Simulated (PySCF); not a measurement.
# One molecule, several mistakes: BCFH2Si

All numbers below are calculated, not measured. They come from PySCF 2.14.0, an open-source quantum chemistry program, on an isolated molecule that a program drew, which may never have been made. The molecule is BCFH2Si (charge 0, singlet), drawn as the SMILES string `B=C[Si]F`.

Each row is a Hartree-Fock (HF) and frozen-core CCSD(T) single point in the cc-pV(D+d)Z basis, meant for a local HF minimum. Run 1 is clean. Each other run has one planted mistake out of seven kinds, and not every kind appears here: one electron removed, one electron added, multiplicity raised by two, geometry at a saddle point, minimal basis STO-3G, one bond length entered in bohr, all coordinates scaled. The reference is restricted for singlets and unrestricted otherwise, and also for a bond in bohr. Adding or removing an electron swaps singlet and doublet. Electrons count all cores. HOMO and LUMO are orbital energies over both spins, the gradient is its largest component, and the lowest frequency (negative if imaginary) is given only where the gradient is small. Bond lengths are over the 5 bonds as drawn. T1 is the CCSD diagnostic: over 0.02 (restricted) or 0.045 (unrestricted) a single reference is doubtful.

Geometry of the clean run:
```xyz
6
BCFH2Si, angstrom
B    -1.0998    0.3849   -0.3584
C    -0.0835    0.7125    0.5239
Si   -0.6194    2.0387    1.6904
F    -2.1659    2.2497    1.1216
H    -2.0043    0.1586   -1.0720
H     0.9158    0.3041    0.5954
```

```
run  electrons  basis functions  <S^2>  HOMO (eV)  LUMO (eV)  gradient (hartree/bohr)  lowest frequency (cm^-1)  mean bond (Å)  longest bond (Å)      T1  HF (hartree)  CCSD(T) (hartree)                          mistake
  1         36               75  0.000      -9.09       1.36                  3.6e-05                       157         1.4296             1.846  0.0186    -452.07249         -452.59138                         no fault
  2         36               75  0.000      -8.80       1.67                  6.4e-02                         -         1.3481             1.741  0.0172    -452.04881         -452.55994           all coordinates scaled
  3         35               75  0.767     -15.93      -7.01                  5.4e-02                         -         1.4296             1.846  0.0212    -451.77857         -452.26722             one electron removed
  4         37               75  0.886      -0.10       7.38                  3.5e-02                         -         1.4296             1.846  0.0297    -452.04869         -452.57403               one electron added
  5         36               75  0.768      -9.22       0.56                  2.4e-02                         -         1.6221             2.044  0.0594    -451.93587         -452.45160  one bond length entered in bohr
  6         36               26  0.000      -5.95       6.25                  5.5e-02                         -         1.4296             1.846  0.0245    -446.48009         -446.67817                                ?
```

**Which mistake was planted in run 6, and what did it cost?**

It has 26 basis functions where the clean run has 75, with the same electrons and geometry. So the mistake is: minimal basis STO-3G. Subtracting run 1 and multiplying by 627.51 kcal/mol a hartree, the energy moved by 3509.3 kcal/mol in HF and 3710.6 kcal/mol in CCSD(T).

Cautions from the logs. Run 4: the added electron raises the CCSD(T) energy, so it isn't bound in this basis; run 5: T1 is over the limit, so its CCSD(T) energy is less reliable; run 6: T1 is over the limit, so its CCSD(T) energy is less reliable.
